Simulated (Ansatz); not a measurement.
System: sum formula H2SiO2Cl, charge 0, multiplicity 2. It need not be the lowest isomer of its formula. 
Coordinates optimised at B3LYP-D3(BJ)/def2-TZVP (Ansatz, a first-principles code):
```xyz
6

O      0.8519    -1.5343    -0.2371
Si    -0.2274    -0.4293     0.3380
O     -1.5588    -0.5574    -0.6066
Cl     0.5147     1.5092     0.1769
H      1.7347    -1.5547     0.1443
H     -1.6462    -1.3585    -1.1346
```
Charge 0, spin multiplicity 2.

Wanted: atomisation energy (electronic, to ground-state atoms), in kcal/mol. Correlated levels leave the core frozen unless marked. UHF or UKS for open shells. No spin-orbit coupling. Non-relativistic. The coupled-cluster limit lacks core correlation, which all-electron functionals hold. Basis-set limits of correlation are two-point, X^-3; Hartree-Fock from the larger set.

```tsv
level	program	atomisation energy (kcal/mol)
HF/cc-pV(T+d)Z	Ansatz	363.8
PBE/def2-TZVPD	Ansatz	533.0
PBE-D3(BJ)/def2-TZVPD	Ansatz + dftd3	535.8
PBE0/6-31G*	Ansatz	495.7
PBE0/def2-QZVPP	Ansatz	520.0
BHLYP-D3(BJ)/def2-TZVPD	Ansatz + dftd3	498.1
r2SCANh/def2-TZVPD	Ansatz	523.4
```

**Question.** What does CCSD(T)/CBS(cc-pV(T+d)Z,cc-pV(Q+d)Z) (Ansatz) give?

**Answer.** 529.3 kcal/mol
